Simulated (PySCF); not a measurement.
## Tb(NH2)3 at several levels of theory

Computed with PySCF 2.14.0 (density fitting, no spin-orbit coupling) at the geometry relaxed with BP86:

```xyz
10
Tb(NH2)3 (singlet in the valence; each metal's 4f electrons, 8 of them, lie in its core potential, out of spins and levels; a saddle point, relaxed within its symmetry)
Tb    0.0000    0.0000    0.0000
N     2.2253    0.0000    0.0000
H     2.8636    0.0000    0.8105
H     2.8636    0.0000   -0.8105
N    -1.1127    1.9271    0.0000
H    -1.4318    2.4800    0.8105
H    -1.4318    2.4800   -0.8105
N    -1.1126   -1.9272    0.0000
H    -1.4318   -2.4800    0.8105
H    -1.4318   -2.4800   -0.8105
```

```
    level                                              basis    state  HOMO (eV)  gap (eV)  charge on Tb1 (e)  population of f-type functions on Tb1 (polarisation alone where 4f lies in the core)  dipole about the centre of mass (D)  largest force component (eV/Å)
     BP86  Tb lcecp-1-SVP with ECP54, N def2-SVP, H def2-SVP  singlet      -4.16      1.88               0.86                                                                                  0.05                                 0.00                            0.01
CAM-B3LYP                                           the same  singlet      -6.80      5.77               1.02                                                                                  0.06                                 0.00                            0.45
```

In the lcecp rows the 4f levels are missing from HOMO and gap, and the state counts the valence alone.

Charges are Mulliken's, which hang on the basis. The relaxation used the grid (50, 194), these runs (75, 302) or, all-electron (x2c bases, spin-free X2C Hamiltonian), (99, 590).

A further run in the first row's basis gives HOMO (eV) -8.86, gap (eV) 9.35, charge on Tb1 (e) 1.49, population of f-type functions on Tb1 (polarisation alone where 4f lies in the core) 0.06, dipole about the centre of mass (D) 0.00, largest force component (eV/Å) 1.59. Which level was it?
A. TPSSh
B. HF
C. revPBE

B. The others give HOMO -4.01 eV (revPBE); -4.67 eV (TPSSh).

In the first row's basis the gap widens with exact exchange: 1.6 to 1.9 eV for revPBE, BP86 (none); 2.7 eV for TPSSh (a fixed share); 5.8 to 9.3 eV for CAM-B3LYP, Hartree–Fock (rising or full at long range).

An lcecp potential fixes the number of 4f electrons, so in runs with it no electron can move into or out of that shell.
